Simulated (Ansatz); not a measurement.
Complex (SMILES): N (NH3) with F (HF), atoms 1 to 4 the first; geometry from B3LYP-D3(BJ)/def2-TZVP, monomers rigid:
```xyz
6

N     -0.5698    -0.2403    -0.1194
H     -0.4344     0.5969    -0.6751
H     -0.4917     0.0187     0.8578
H      0.1864    -0.8813    -0.3329
F     -2.9138    -1.3411    -0.6221
H     -2.0588    -0.9396    -0.4388
```

Basis-set convergence of the counterpoise-corrected interaction energy at B3LYP with Ansatz (a quantum-chemistry and plane-wave program). All functions are spherical. The program fits the integrals of some runs and decomposes those of others, by size. No added dispersion term, no relativity. Functions are those of the species that has most. Reference: the value in aug-pcseg-3, -13.87 kcal/mol.

```json
[
 {"basis": "STO-3G", "functions": "14", "counterpoise-corrected interaction energy (kcal/mol)": "(withheld)"},
 {"basis": "pcseg-0", "functions": "26", "counterpoise-corrected interaction energy (kcal/mol)": "(withheld)"},
 {"basis": "def2-SV(P)", "functions": "36", "counterpoise-corrected interaction energy (kcal/mol)": "(withheld)"},
 {"basis": "cc-pVDZ", "functions": "48", "counterpoise-corrected interaction energy (kcal/mol)": "(withheld)"},
 {"basis": "aug-cc-pVDZ", "functions": "82", "counterpoise-corrected interaction energy (kcal/mol)": "-13.78"},
 {"basis": "jun-cc-pV(T+d)Z", "functions": "134", "counterpoise-corrected interaction energy (kcal/mol)": "-13.87"},
 {"basis": "pcseg-3", "functions": "252", "counterpoise-corrected interaction energy (kcal/mol)": "-13.86"},
 {"basis": "aug-pcseg-3", "functions": "366", "counterpoise-corrected interaction energy (kcal/mol)": "-13.87"},
 {"basis": "cc-pV5Z", "functions": "402", "counterpoise-corrected interaction energy (kcal/mol)": "-13.79"}
]
```

**Question.** What belongs in the gaps?

**Answer.** 
- STO-3G, counterpoise-corrected interaction energy (kcal/mol): -6.19
- pcseg-0, counterpoise-corrected interaction energy (kcal/mol): -16.64
- def2-SV(P), counterpoise-corrected interaction energy (kcal/mol): -14.73
- cc-pVDZ, counterpoise-corrected interaction energy (kcal/mol): -12.47
